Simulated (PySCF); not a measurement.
2-bromobenzenethiol, C₆H₅BrS

Cartesian coordinates in Å; atom numbers follow the order of the lines, from 1:
```xyz
13

S     1.6542   -1.3129   -1.5411
C    -0.0534   -1.1715   -1.1461
C    -0.9014   -2.1666   -1.6597
C    -2.2667   -2.1515   -1.4093
C    -2.8269   -1.1365   -0.6343
C    -2.0072   -0.1407   -0.1154
C    -0.6351   -0.1565   -0.3678
Br    0.4066    1.2367    0.3761
H     2.0520   -0.2087   -0.8727
H    -0.4663   -2.9640   -2.2674
H    -2.8975   -2.9407   -1.8240
H    -3.8995   -1.1162   -0.4318
H    -2.4254    0.6627    0.4935
```

Computed, not measured: TDDFT CAM-B3LYP/aug-cc-pVDZ excited states, vertical, gas phase in PySCF. Geometry: PBE0-D3(BJ)/def2-SVP.

The calculation is non-relativistic, which matters for the atoms heavier than Zn. Singlets 6 and 7 lie within 0.01 eV of each other, so their separate moments and overlaps can depend on how they mix.

**Question.** Give the one- and two-photon strengths of the lowest singlets.

**Answer.** δ for parallel linear polarisation; σ at the peak of a Lorentzian of half width 0.1 eV, single beam; Ω is circular over linear.
```tsv
state	E (eV)	f	photon λ (nm)	δ (au)	σ (GM)	Ω	main
S1	4.89	0.018	508	41.3	0.36	1.50	HOMO→LUMO 0.76, HOMO−1→LUMO+2 0.18
S2	5.10	0.000	486	8.05	0.08	1.50	HOMO→LUMO+1 0.37, HOMO→LUMO+5 0.23
S3	5.34	0.154	464	98	1.02	1.05	HOMO→LUMO+2 0.83, HOMO−1→LUMO 0.12
S4	5.63	0.015	440	34.6	0.40	1.50	HOMO→LUMO+3 0.41, HOMO−1→LUMO+1 0.10
S5	5.84	0.017	425	43.5	0.54	1.50	HOMO→LUMO+3 0.29, HOMO−1→LUMO+1 0.18
S6	6.14	0.250	404	30.5	0.42	1.13	HOMO−1→LUMO+2 0.61, HOMO→LUMO 0.17
```

Among these, the strongest one-photon state is S6, the strongest two-photon state S3, with a dipole change of 2.5 D (relaxed, norm of the difference vector).
